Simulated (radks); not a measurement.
All-electron atom: Pb LIX in [Ar] 3d6 (the NIST ground configuration). Calculated with a radial shooting solver on a logarithmic mesh with Libxc functionals: scalar-relativistic Kohn-Sham, LDA (Slater exchange, VWN5 correlation), spin-polarised, spherical densities, finite nucleus; open shells are filled with parallel spins first (spin-orbit coupling, left out, can overturn this in heavy ions); Fermi nuclear charge, rms radius 5.5012 fm.

Radial electron density D(r) = 4 pi r^2 rho(r):

```
   r/bohr * D(r) (the largest magnitude, 147, reaches the edge; | marks zero)
0.0006118 | *
0.0007593 |  *
0.0009424 |   *
  0.00117 |     *
 0.001452 |       *
 0.001802 |         *
 0.002236 |             *
 0.002775 |                 *
 0.003444 |                     *
 0.004274 |                          *
 0.005305 |                                *
 0.006584 |                                    *
 0.008171 |                                        *
  0.01014 |                                          *
  0.01259 |                                         *
  0.01562 |                                       *
  0.01939 |                                     *
  0.02406 |                                     *
  0.02986 |                                          *
  0.03706 |                                                 *
    0.046 |                                                      *
  0.05709 |                                                    *
  0.07085 |                                          *
  0.08794 |                                  *
   0.1091 |                                  *
   0.1355 |                                     *
   0.1681 |                                  *
   0.2086 |                     *
    0.259 |        *
   0.3214 | *
   0.3989 *
    0.495 *
```

D(r) has 3 maxima, at r = 0.0106, 0.0483, 0.141 bohr, and minima at 0.0210, 0.0984 bohr, inside which lie 1.90, 11.13 electrons.
